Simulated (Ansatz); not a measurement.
Level of theory: PBE0-D3(BJ)/def2-TZVP run with Ansatz (an electronic-structure program). No frequencies were computed at this level.

Ansatz 0.2 input:
```yaml
crystal:
  periodic: [false, false, false]
  atoms:
    - { symbol: C, position_ang: [-1.197792, -0.02396, 0.059442] }
    - { symbol: C, position_ang: [0.233348, -0.441777, 0.065679] }
    - { symbol: C, position_ang: [1.236748, 0.395549, -0.125545] }
    - { symbol: Cl, position_ang: [2.886133, -0.103652, -0.115301] }
    - { symbol: H, position_ang: [-1.294172, 1.043154, -0.120776] }
    - { symbol: H, position_ang: [-1.73971, -0.564962, -0.715151] }
    - { symbol: H, position_ang: [-1.659801, -0.265417, 1.015789] }
    - { symbol: H, position_ang: [0.42617, -1.491204, 0.238384] }
    - { symbol: H, position_ang: [1.109078, 1.45227, -0.302521] }
basis:
  gaussian: { orbitals: def2-tzvp }
hamiltonian:
  xc: pbe0
  dispersion: d3bj
relax:
  max_steps: 150
```

Output:

```
Functional definition: PBE0
1028 factors; their error is unknown
mean field evaluation 1: about -15700.0473 eV, gradient 5.8e1 eV
mean field evaluation 2: about -15693.7922 eV, gradient 7.4e1 eV
mean field evaluation 4: about -15708.0695 eV, gradient 6.1e0 eV
mean field evaluation 8: about -15708.1821 eV, gradient 4.4e-1 eV
mean field evaluation 16: about -15708.1824 eV, gradient 1.7e-5 eV
mean field -15708.18241869 eV, -577.2650564985 hartree, gradient 1.7e-5 eV, S^2 0.000000; 0 other end points of the search recorded, 0 dependent functions left out
reference -15708.18244673 eV, -577.2650575287 hartree; 20, 20 occupied and 140, 140 virtual orbitals, 1028 factors
relax step   1: F+E_penalty+E_count = -15708.32723408 eV  Δ(F+E_penalty+E_count) = +0.000e0 eV  max|allowed force component| = 3.373e-1 eV/Å  Δτ_max = 0.0000 Å  (30 SCF iters, accepted)
these checks for a lower state are left out or cut short: starts, cluster_reference, orbital_swaps, neighbouring_geometries, increment
1028 factors; their error is unknown
mean field -15708.18775354 eV, -577.2652525505 hartree, gradient 1.1e-5 eV, S^2 0.000000; 0 other end points of the search recorded, 0 dependent functions left out
reference -15708.18778164 eV, -577.2652535833 hartree; 20, 20 occupied and 140, 140 virtual orbitals, 1028 factors
relax step   2: F+E_penalty+E_count = -15708.33237366 eV  Δ(F+E_penalty+E_count) = -5.140e-3 eV  max|allowed force component| = 1.779e-1 eV/Å  Δτ_max = 0.0143 Å  (33 SCF iters, accepted)
these checks for a lower state are left out or cut short: starts, cluster_reference, orbital_swaps, neighbouring_geometries, increment
1028 factors; their error is unknown
mean field evaluation 32: about -15708.1888 eV, gradient 1.1e-5 eV
mean field -15708.18877121 eV, -577.2652899493 hartree, gradient 1.1e-5 eV, S^2 0.000000; 0 other end points of the search recorded, 0 dependent functions left out
reference -15708.18879936 eV, -577.2652909836 hartree; 20, 20 occupied and 140, 140 virtual orbitals, 1028 factors
relax step   3: F+E_penalty+E_count = -15708.33334648 eV  Δ(F+E_penalty+E_count) = -9.728e-4 eV  max|allowed force component| = 5.014e-2 eV/Å  Δτ_max = 0.0098 Å  (33 SCF iters, accepted)
these checks for a lower state are left out or cut short: starts, cluster_reference, orbital_swaps, neighbouring_geometries, increment
1028 factors; their error is unknown
mean field -15708.18878415 eV, -577.2652904246 hartree, gradient 1.1e-5 eV, S^2 0.000000; 0 other end points of the search recorded, 0 dependent functions left out
reference -15708.18881229 eV, -577.2652914588 hartree; 20, 20 occupied and 140, 140 virtual orbitals, 1028 factors
relax step   4: F+E_penalty+E_count = -15708.33338327 eV  Δ(F+E_penalty+E_count) = -3.679e-5 eV  max|allowed force component| = 8.956e-3 eV/Å  Δτ_max = 0.0010 Å  (33 SCF iters, accepted)
1028 factors; their error is unknown
mean field evaluation 64: about -15708.1888 eV, gradient 1.0e-4 eV
mean field -15708.18878415 eV, -577.2652904246 hartree, gradient 1.1e-5 eV, S^2 0.000000; 1 other end points of the search recorded, 0 dependent functions left out
reference -15708.18881229 eV, -577.2652914588 hartree; 20, 20 occupied and 140, 140 virtual orbitals, 1028 factors
Total energy: -15708.33341142 eV, -577.2706053788 hartree
Atom 0 at    -1.194996    -0.025108     0.059512 Å, force    -0.001308    -0.000661     0.000175 eV/Å
Atom 1 at     0.232919    -0.448051     0.066785 Å, force    -0.003421     0.000738     0.000030 eV/Å
Atom 2 at     1.239062     0.388858    -0.124494 Å, force     0.008956    -0.000851    -0.000266 eV/Å
Atom 3 at     2.892465    -0.097502    -0.116658 Å, force    -0.007257     0.001205     0.000126 eV/Å
Atom 4 at    -1.296972     1.046361    -0.121202 Å, force     0.001039    -0.001953     0.000290 eV/Å
Atom 5 at    -1.755102    -0.557406    -0.715220 Å, force     0.000594     0.000412     0.000851 eV/Å
Atom 6 at    -1.675240    -0.258038     1.014697 Å, force     0.000509     0.000094    -0.000989 eV/Å
Atom 7 at     0.449779    -1.498594     0.238573 Å, force     0.001168     0.002956    -0.000565 eV/Å
Atom 8 at     1.108087     1.449480    -0.301992 Å, force    -0.000278    -0.001940     0.000349 eV/Å
Dipole moment:    -0.394984     0.045737     0.010319 e Å
```

Cost: around 23 core-seconds (rough).
